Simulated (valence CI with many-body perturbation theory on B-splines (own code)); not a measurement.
## Questions on Ag¹⁶⁺

Computed by relativistic CI+MBPT: three valence electrons over a frozen Dirac-Fock core [Ar] 3d10, radial functions for each j: 11 s, 11 p, 10 d, 8 f, 5 g, 2 h, with the one-electron correlation potential Σ1, the two-electron term Σ2, the three-electron term Σ3, Breit, model QED; selected CI, second order for the rest, scaled by the run's own slope (own B-spline code, finite nucleus).

No measured levels were compared; by estimate levels hold to about 250 cm⁻¹ or 0.2 % of their energy and the worst to 1 %, as in measured heavy ions of charge 2 to 7; those with d or f electrons hold less well.

Names give the largest LS component (configuration and term), which can be under half, so a name can repeat, a term be missing and a line seem to break the LS rules; names also repeat where a configuration has a term twice.

Rates and lifetimes use the calculated energies. Strong lines usually hold to 10 to 20 %, long lifetimes can be off by a factor of two.

(1) What is the ground level?

(2) Name the longest-lived excited levels whose lifetime is computed, and their main decay.

(3) What is the ionisation energy?

(4) How is the term 2P° of the ground level split?

(5) How well does LS coupling describe the low levels?

(6) Among levels below 1859600 cm⁻¹, which E1 lines absorb most strongly from the ground level?

(7) Where does the other parity begin?

Results:

(1) 4s2 4p 2P°_1/2, composition 98 % 4s2 4p 2P°, g = 0.664.

(2) 4s2 4p 2P°_3/2 at 60325 cm⁻¹ lives 503 μs, mostly by M1 to 4s2 4p 2P°_1/2. The lifetime of 4s 4p 4d 4F°_9/2 is too uncertain to give, and may be longer.

(3) 409.29 eV; NIST lists 408.43 ± 0.16 eV (semi-empirical).

(4) J = 1/2 at 0, J = 3/2 at 60325 cm⁻¹.

(5) Among the lowest 20 levels the leading LS term, summed over configurations, holds 83 % on average. For single configurations the figures are 79 % in LS and 81 % in jj coupling. Terms mix most in the J = 3/2 level at 691150 cm⁻¹, where the leading one holds 35 %.

(6) to 4s2 4d 2D_3/2 at 16.65 nm, f = 0.924; to 4s 4p2 2P_1/2 at 24.08 nm, f = 0.466; to 4s 4p2 2D_3/2 at 26.30 nm, f = 0.275.

(7) At 4s 4p2 4P_1/2, 278290 cm⁻¹.
